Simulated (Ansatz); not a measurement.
Species: AsH3, charge 0, singlet. AsH3 (SMILES [AsH3]).
B3LYP-D3(BJ)/def2-TZVP minimum from Ansatz (a first-principles code):
```
As
H 1 1.5252
H 1 1.5252 2 92.02
H 1 1.5252 2 92.02 3 -92.09
```
Charge 0, spin multiplicity 1.

Hartree-Fock and CCSD(T) correlation energies in hartree (Ansatz). UHF or UKS for unpaired electrons; spin-orbit terms are left out. Cores are frozen in correlated methods (noble-gas shells, and filled d and f shells in the p block). No relativity.

```csv
basis,X,E(HF),"E(corr, CCSD(T))"
cc-pVTZ,3,-2235.97331,-0.18974
cc-pVQZ,4,-2235.97699,-0.19957
cc-pV5Z,5,-2235.97749,withheld
```

### Question
Fit E(corr) = E∞ + A/X³ to X = 3 and 4, predict X = 5, and compare with the run.

### Answer
A = (-0.18974 - (-0.19957))/(1/27 - 1/64) = 0.4591; E∞ = -0.19957 - A/64 = -0.20674; at X = 5, E∞ + A/125 = -0.20307. The run gave -0.20283, 0.24 mEh above the prediction. The same form on X = 4 and 5 gives E∞ = -0.20625, 0.49 mEh above the first estimate.
